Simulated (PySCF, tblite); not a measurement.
Isomers of C4H9NOSi. Calculated harmonic vibrations of the isolated species, GFN2-xTB (tblite), most abundant isotopes, no scaling. Errors from tens to a few hundred cm⁻¹ against measured bands are possible. Modes of hydrogen on silicon can be 10 to 20 % off. One conformer each.

Electronic energies: PBE0/pcSseg-1 single points on the GFN2-xTB geometries (PySCF, gas phase).

```csv
SMILES,"electronic energy, lowest = 0 (kcal/mol)"
CN[Si@@H]1C=CCO1,0.0
NC(=O)C/C=C\[SiH3],26.6
C=CCN[SiH2]C=O,48.1
O=C([SiH3])C1CNC1,61.4
C=C([SiH2]N)C(C)=O,19.5
CC(=O)[SiH]1CNC1,49.6
CC(=O)[C@@H]1CN[SiH2]1,23.3
C=C([SiH3])CNC=O,34.4
C=C(C)[SiH2]NC=O,13.4
```

Task: How do GFN2-xTB zero-point energies change the relative energies?

Result: 
```tsv
SMILES	ZPE (kcal/mol)	of it from modes above 1550 cm⁻¹	electronic (kcal/mol)	with ZPE, lowest = 0 (kcal/mol)	lowest mode (cm⁻¹)	rings
CN[Si@@H]1C=CCO1	78.6	40.3	0.0	0.0	76	1
C=C(C)[SiH2]NC=O	75.6	42.1	13.4	10.4	22	0
C=C([SiH2]N)C(C)=O	75.1	43.1	19.5	16.0	33	0
CC(=O)[C@@H]1CN[SiH2]1	76.9	39.6	23.3	21.5	67	1
NC(=O)C/C=C\[SiH3]	74.2	41.8	26.6	22.2	19	0
C=C([SiH3])CNC=O	74.2	40.8	34.4	29.9	11	0
C=CCN[SiH2]C=O	74.8	41.6	48.1	44.3	44	0
CC(=O)[SiH]1CNC1	77.5	40.2	49.6	48.5	43	1
O=C([SiH3])C1CNC1	75.3	38.2	61.4	58.0	17i	1
```

The zero-point energies span 4.4 kcal/mol, from `C=C([SiH3])CNC=O` to `CN[Si@@H]1C=CCO1`. Slightly imaginary modes are left out of the zero-point energy: `O=C([SiH3])C1CNC1` 16.9i cm⁻¹. The order is unchanged.

Task: And how do the electronic energies of GFN2-xTB itself compare?

Result: `CN[Si@@H]1C=CCO1` 0.0; `C=C(C)[SiH2]NC=O` 22.2; `C=C([SiH2]N)C(C)=O` 35.6; `CC(=O)[C@@H]1CN[SiH2]1` 20.1; `NC(=O)C/C=C\[SiH3]` 35.7; `C=C([SiH3])CNC=O` 39.4; `C=CCN[SiH2]C=O` 53.2; `CC(=O)[SiH]1CNC1` 65.7; `O=C([SiH3])C1CNC1` 51.7 kcal/mol, lowest = 0. Against the energies above, taken from the same isomer `CN[Si@@H]1C=CCO1`, the largest difference is 16.1 kcal/mol.

Task: What do entropy and thermal enthalpy add at 298.15 K and 1 bar (rigid rotor, harmonic oscillator, one conformer each)?

Result: 
| SMILES | point group | symmetry number | S (cal/(mol K)) | H − H(0) (kcal/mol) | ZPE + H − H(0) − TS (kcal/mol) |
| --- | --- | --- | --- | --- | --- |
| CN[Si@@H]1C=CCO1 | C1 | 1 | 89.8 | 5.94 | 57.8 |
| C=C([SiH2]N)C(C)=O | C1 | 1 | 96.7 | 6.81 | 53.1 |
| CC(=O)[C@@H]1CN[SiH2]1 | C1 | 1 | 90.7 | 6.04 | 55.9 |
| C=CCN[SiH2]C=O | C1 | 1 | 97.6 | 6.68 | 52.4 |
| CC(=O)[SiH]1CNC1 | C1 | 1 | 93.3 | 6.23 | 55.9 |

Not tabulated: `C=C(C)[SiH2]NC=O` (lowest mode only 22 cm⁻¹); `NC(=O)C/C=C\[SiH3]` (lowest mode only 19 cm⁻¹); `C=C([SiH3])CNC=O` (lowest mode only 11 cm⁻¹); `O=C([SiH3])C1CNC1` (lowest mode only 17i cm⁻¹).
